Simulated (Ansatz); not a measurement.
Basis-set extrapolation for CH$_{5}$NO$_{2}$Si, SMILES `O=CN[SiH2]O` (PBE0-D4/def2-TZVP geometry, frozen core, the Gaussian-basis code of Ansatz). Multiplicity 1, RHF reference.

|  | def2-TZVPP | def2-QZVPP |
| --- | --- | --- |
| HF | -534.101517 | -534.122572 |
| MP2 correlation | -0.955963 | -1.029224 |
| CCSD(T) correlation | -1.019232 | not run |

Energies in hartree. Use E(X) = E(∞) + A·exp(−7.88·√X) for Hartree–Fock and E(X) = E(∞) + B·X^(−2.97) for correlation, with X = 3 and 4, and add CCSD(T) minus MP2 of the smaller set to the MP2 limit.

Task: What is the CCSD(T) energy at the basis-set limit?

Result: HF limit: -534.122572 + (-0.021055) × 0.13774 = -534.12547. MP2 limit: -1.029224 + (-0.073261) × 0.74074 = -1.08349. Higher-order term: -1.019232 − (-0.955963) = -0.06327. Total: -535.27223 hartree, 95.1 kcal/mol below CCSD(T)/def2-TZVPP.
